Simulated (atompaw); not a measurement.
**Tm: PAW (atompaw) pseudisation with PBE, scalar-relativistic reference atom.**

Input for atompaw 4.2.0.5:

```
Tm 69
GGA-PBE scalarrelativistic loggrid 2001 logderivrange -8 5 326
6 6 5 4 0 0
6 0 0
6 1 0
5 2 0
4 3 12
0 0 0
c
c
c
c
v
v
c
c
c
v
v
c
c
v
v
3
3.00 2.60 2.00 2.35
n
n
y
1.05
n
y
-1.85
n
custom polynom vanderbiltortho besselshape
bessel
1.70
3.00
2.25
2.45
3.00
3.00
1.10
1.10
PWSCFOUT
UPFDX 0.0125d0 UPFXMIN -7.d0 UPFZMESH 69.d0
END
```

Command:

```bash
atompaw < Tm.input > Tm.log
```

Resulting log (summary file):

```
Completed calculations for Tm (AE)

 Exchange-correlation type: GGA, Perdew-Burke-Ernzerhof

 Radial integration grid is logarithmic
 r0 =   9.8597753E-05 h =   6.8032450E-03   n =      2001 rmax =   8.0000000E+01

 Scalar relativistic calculation

 AEatom converged in  39 iterations
   nz     =  69.00
   delta  =       2.157404375480E-15

 All Electron Orbital energies:
  n  l      occupancy      energy
  1  0      2.0000000E+00 -4.3603060E+03
  2  0      2.0000000E+00 -7.3769828E+02
  3  0      2.0000000E+00 -1.6774642E+02
  4  0      2.0000000E+00 -3.5040450E+01
  5  0      2.0000000E+00 -6.1640578E+00
  6  0      0.0000000E+00 -1.7609343E+00
  2  1      6.0000000E+00 -6.5156084E+02
  3  1      6.0000000E+00 -1.4166853E+02
  4  1      6.0000000E+00 -2.6465216E+01
  5  1      6.0000000E+00 -4.1335419E+00
  6  1      0.0000000E+00 -1.3138672E+00
  3  2      1.0000000E+01 -1.0949520E+02
  4  2      1.0000000E+01 -1.5081251E+01
  5  2      0.0000000E+00 -1.8393242E+00
  4  3      1.2000000E+01 -2.6268772E+00

 Total energy
   Total                    :   -27131.63307036339029

 ---
 Completed calculations for Tm (SC)

 Exchange-correlation type: GGA, Perdew-Burke-Ernzerhof

 Radial integration grid is logarithmic
 r0 =   9.8597753E-05 h =   6.8032450E-03   n =      2001 rmax =   8.0000000E+01

 Scalar relativistic calculation

 SCatom converged in   4 iterations
   nz     =  69.00
   delta  =       3.322768086476E-16

 Valence Electron Orbital energies:
  n  l      occupancy      energy
   5  0      2.0000000E+00 -6.1640578E+00
   6  0      0.0000000E+00 -1.7609343E+00
   5  1      6.0000000E+00 -4.1335419E+00
   6  1      0.0000000E+00 -1.3138672E+00
   5  2      0.0000000E+00 -1.8393242E+00
   4  3      1.2000000E+01 -2.6268772E+00

 Total energy
   Total                    :   -27131.63307035695107
   Valence                  :     -942.91855904811462

 PAW parameters:
       lmax =            3
         rc =    3.0126830550679071
        irc =         1519
   rc_shape =    2.6115865009266392
    rc_vloc =    2.0029475398213092
    rc_core =    2.3582154331604674
   Vloc: truncated form - Vps(r)=A.sin(qr)/r for r<rc
   Projector type: polynomial pseudization + Vanderbilt ortho.
   Bessel compensation charge shape zeroed at   2.6116E+00

 Number of basis functions     8
 No.   n  nodes  l      Energy         Cp coeff         Occ
  1    5    4    0   -0.6164058E+01 -0.5610583E+00  0.2000000E+01
  2    6    5    0   -0.1760934E+01  0.2446062E+01  0.0000000E+00
  3    5    3    1   -0.4133542E+01  0.3630599E+00  0.6000000E+01
  4    6    4    1   -0.1313867E+01  0.2122471E+02  0.0000000E+00
  5    5    2    2   -0.1839324E+01  0.5084975E+01  0.0000000E+00
  6  999    3    2    0.1050000E+01 -0.2524240E+01  0.0000000E+00
  7    4    0    3   -0.2626877E+01 -0.4365217E+01  0.1200000E+02
  8  999    1    3   -0.1850000E+01 -0.6410734E+02  0.0000000E+00

 Eigenvalues of overlap operator (in the basis of projectors):
    1        2.74477072E-01
    2        1.28804971E+00
    3        1.45696256E+00
    4        3.15619721E+00
    5        1.44719085E+01
    6        6.45890827E+01
    7        8.17739256E+01
    8        8.23995081E+02

 Orbital leakage outside PAW augmentation regions
   orb  is_core?  %out_of_sphere
   1 0    T           0.00
   2 0    T           0.00
   3 0    T           0.00
   4 0    T           0.00
   5 0    F           0.08
   6 0    F          43.58
   2 1    T           0.00
   3 1    T           0.00
   4 1    T           0.00
   5 1    F           0.63
   6 1    F          66.89
   3 2    T           0.00
   4 2    T           0.00
   5 2    F          12.16
   4 3    F           0.11

 Summary of PAW energies
   Total valence energy     :   -942.91855754677920
   Smooth energy            :    119.57450241378103
   One center               :  -1062.49305996056023
   Smooth kinetic           :    130.19568189461302
   Vloc energy              :      2.24548413808249
   Smooth exch-corr         :    -19.50157236917743
   One-center xc            :   -548.69722279305870
```

The run took about 20 s on one core of a shared server CPU.
